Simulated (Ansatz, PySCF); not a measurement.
Gas-phase reaction in SMILES: CB(C)N [[amino(methyl)boranyl]methane] → [CH2]B(C)N + H atom (the C-H bond at the site shown breaks; other sites are not compared here)
Each molecule is optimised on its own at B3LYP-D3(BJ)/def2-TZVP (Ansatz, a quantum-chemistry and plane-wave program), one conformer each, not searched for the lowest. Frequencies are from Ansatz.

Wanted: bond dissociation energy (enthalpy at 298 K, with B3LYP-D3(BJ) rigid-rotor harmonic-oscillator terms), in kcal/mol. Cores are frozen in the correlated levels unless marked. Open shells are spin-unrestricted. No spin-orbit coupling. Non-relativistic. CBS(X,Y): correlation extrapolated as X^-3; Hartree-Fock from the larger set. [CCSD(T)-MP2]/basis is that difference in the basis named.

RI-MP2/CBS(cc-pVTZ,cc-pVQZ)+[CCSD(T)-MP2]/cc-pVTZ (Ansatz) gives 98.1 kcal/mol.

Problem. Another calculation gave 94.7 kcal/mol. Which level was it?
A) SVWN5/def2-TZVPD (Ansatz)
B) revPBE/def2-TZVPD (Ansatz)
C) PBE-QIDH/def2-TZVPD (Ansatz)
D) HF/def2-TZVPD (PySCF)

Solution. C, PBE-QIDH/def2-TZVPD (Ansatz). The others give 91.3 (revPBE), 70.7 (HF), 106.1 (SVWN5) kcal/mol.
